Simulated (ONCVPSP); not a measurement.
## Configuration tests for iron (ONCV)

ONCVPSP 4.0.1 input, shortened (lines: element, Z, core and valence counts, functional; n l f; lmax; l rc ep ncon nbas qcut; lloc lpopt rc5 dvloc0; l nproj debl; icmod fcfact rcfact), Wu-Cohen, scalar-relativistic:

```
  Fe 26.00    5    2  -118130      upf
    1    0    2.00
    2    0    2.00
    2    1    6.00
    3    0    2.00
    3    1    6.00
    3    2    6.00
    4    0    2.00
    3
    0    2.45    0.00    3    7    3.00
    1    2.05    0.04    3    7    4.60
    2    1.45    0.00    4    9   10.80
    3    1.90    0.06    4    9    5.70
    4    4    1.35    6.00
    0    1    0.50
    1    3    2.80
    2    2    2.20
    3    2    2.80
    3    3.75    1.05
```

Energies are relative to the spin-unpolarised reference configuration 3d6 4s2; without spin polarisation the order of configurations can differ from experiment.

Question: Give the all-electron excitation energy and the error of the potential for: 3d6 4s1; 3d6 4s0; 3d5 4s0; 3d7 4s1.

Answer:

```
valence configuration  charge  ΔE all-electron (eV)  error AE − PS (meV)
              3d6 4s1      +1                 8.761                 -9.9
              3d6 4s0      +2                24.853                  -30
              3d5 4s0      +3                59.073                  -24
              3d7 4s1       0                -0.800                  -60
```

Note: ghosts flagged at negative energy: p at -41224.3 eV; GHOST(+) flags only above 600 eV. A true bound ghost makes a file unfit for plane-wave use.
